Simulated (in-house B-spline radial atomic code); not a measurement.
Checks on a self-consistent run for Be²⁺, 1s1 4d1. Computed with an all-electron radial atomic-structure program (B-spline basis): Dirac-Hartree-Fock, average of configuration, Fermi nucleus of rms radius 2.519 fm.

| orbital | q | ε (Eh) | <1/r> | <r²> | small-component weight |
| --- | --- | --- | --- | --- | --- |
| 1s1/2 | 1 | -7.81411 | 4.00159 | 0.187435 | 0.00021304 |
| 4d3/2 | 0.4 | -0.28137 | 0.187707 | 55.9383 | 7.5042e-06 |
| 4d5/2 | 0.6 | -0.28136 | 0.187699 | 55.941 | 7.504e-06 |

Electron-electron repulsion V_ee = 0.1876 hartree.

(1) What total energy follows from the eigenvalues?

(2) Does the Dirac virial theorem hold?

(3) What diamagnetic shielding (Lamb formula) and susceptibility (Langevin formula) do the radii give?

Answers

(1) The eigenvalues count the repulsion twice, so E = Σqε - V_ee = -8.095 - 0.188 = -8.283 hartree; the run printed -8.283.

(2) For a point nucleus E = -2c²Σq·w, with w the small-component weight. Here Σq·w = 0.00022054 and c = 137.0360, so the ratio E/(-2c²Σq·w) is 1.000000.

(3) σ = (α²/3)Σq<1/r> = 4.18929/(3·137.036²) = 74.362 ppm, and χ = -0.79199×10⁻⁶·Σq<r²> = -44.45×10⁻⁶ cm³/mol with Σq<r²> = 56.127 bohr². Both are non-relativistic formulas without the paramagnetism of open shells.
